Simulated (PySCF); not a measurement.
Delta-SCF ions had no search for a lower state. Excitations are Tamm–Dancoff values on a coarser integration grid. The basis has no diffuse functions, so Rydberg states are missing or too high.

Cartesian coordinates (Å):
```xyz
10

Si     2.1364    -0.0318     0.2071
Ga    -0.0720    -0.7836    -0.4272
Si    -2.1021     0.4374     0.0550
H      2.8936     0.3673    -1.0148
H      2.9060    -1.1203     0.8741
H      2.1074     1.1396     1.1251
H     -0.1908    -2.1328    -1.2360
H     -2.6178     1.0455    -1.2062
H     -1.8938     1.5380     1.0355
H     -3.1670    -0.4593     0.5871
```
Charge 0, multiplicity 1.

Give the HOMO, LUMO, vertical ionisation energy (Delta-SCF), HOMO–LUMO gap, total energy, T1 excitation (TDA), dipole moment and S1 excitation (TDA) at the level PySCF 2.14.0 with PBE0-D3(BJ)/def2-TZVP.


```json
{
  "HOMO": "-7.28 eV",
  "LUMO": "-2.43 eV",
  "vertical ionisation energy (Delta-SCF)": "9.08 eV",
  "HOMO–LUMO gap": "4.86 eV",
  "total_energy": "-2507.5438 Ha",
  "T1 excitation (TDA)": "2.96 eV",
  "dipole_moment": "0.023 e·Å",
  "S1 excitation (TDA)": "3.60 eV"
}
```
